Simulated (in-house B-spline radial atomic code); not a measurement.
A fraction x of an electron is moved 2p → 3d in K⁺, starting from [Ne] 3s2 3p6 and keeping the highest spin. Computed with a radial B-spline atomic code at the basis-set limit: non-relativistic r2SCAN, spin-polarised, spherical fractional occupations, point nucleus.

| x | E(x) - E(0) (eV) | 2p down level (eV) | 3d up level (eV) |
| --- | --- | --- | --- |
| 0 | 0.0000 | -289.822 | - |
| 0.125 | 36.0490 | -293.701 | -3.684 |
| 0.25 | 72.5083 | -297.470 | -4.140 |
| 0.375 | ? | ? | ? |
| 0.5 | 146.6587 | -304.721 | -4.882 |
| 0.625 | 184.3374 | -308.224 | -5.212 |
| 0.75 | 222.4091 | -311.654 | -5.527 |
| 0.875 | ? | ? | ? |
| 1 | 299.7032 | -318.315 | -6.127 |

Task: What belongs in the row x = 0.375?

Result: An energy change of 109.3800 eV; 2p down at -301.139 eV, 3d up at -4.529 eV.

Task: What belongs in the row x = 0.875?

Result: An energy change of 260.8667 eV; 2p down at -315.017 eV, 3d up at -5.831 eV.

Task: Check Janak's theorem between x = 0.125 and 0.25.

Result: The slope of the energy is 291.67 eV; the orbital levels give 291.67 eV (ε of the receiving orbital less ε of the emptying one, averaged over the two points).
